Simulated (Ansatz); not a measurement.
A run for Ansatz (an electronic-structure program): R-SVWN5/def2-TZVPP on C2H7B (SMILES BCC), a point of a torsion scan.

Ansatz 0.2 input:
```yaml
crystal:
  periodic: [false, false, false]
  atoms:
    - {symbol: B, position_ang: [1.45693002, 0.19904594, -0.16130025]}
    - {symbol: C, position_ang: [0.10965075, -0.33143654, 0.43662817]}
    - {symbol: C, position_ang: [-1.19078551, 0.15598157, -0.20649398]}
    - {symbol: H, position_ang: [2.45538974, -0.00853953, 0.41240782]}
    - {symbol: H, position_ang: [1.48639830, 0.75747342, -1.18790387]}
    - {symbol: H, position_ang: [0.05165367, -0.19091699, 1.51913277]}
    - {symbol: H, position_ang: [0.17036249, -1.42137101, 0.30799279]}
    - {symbol: H, position_ang: [-1.09464972, 0.19676738, -1.28854019]}
    - {symbol: H, position_ang: [-2.02900154, -0.48932608, 0.04920745]}
    - {symbol: H, position_ang: [-1.42342777, 1.16211467, 0.13813410]}
basis:
  gaussian:
    orbitals: def2-TZVPP
hamiltonian:
  xc: {name: SVWN5}
scf: {lower_state_search: off}
```

The head of its log:

```
WARN ansatz: RAYON_NUM_THREADS=1 ignored (pool sized by the plan → 1); use --threads N
Functional definition: SVWN5
these checks for a lower state are left out or cut short: stability, starts, cluster_reference, orbital_swaps, neighbouring_geometries, increment
integrals: 0.07 GiB planned
942 factors; their error is unknown
mean field: 0.70 GiB planned
mean field evaluation 1: about -2822.4784 eV, gradient 7.3e1 eV
mean field evaluation 2: about -2798.7200 eV, gradient 1.2e2 eV
```

Problem. Give the final energy of this run.

Solution. -104.2052 hartree.
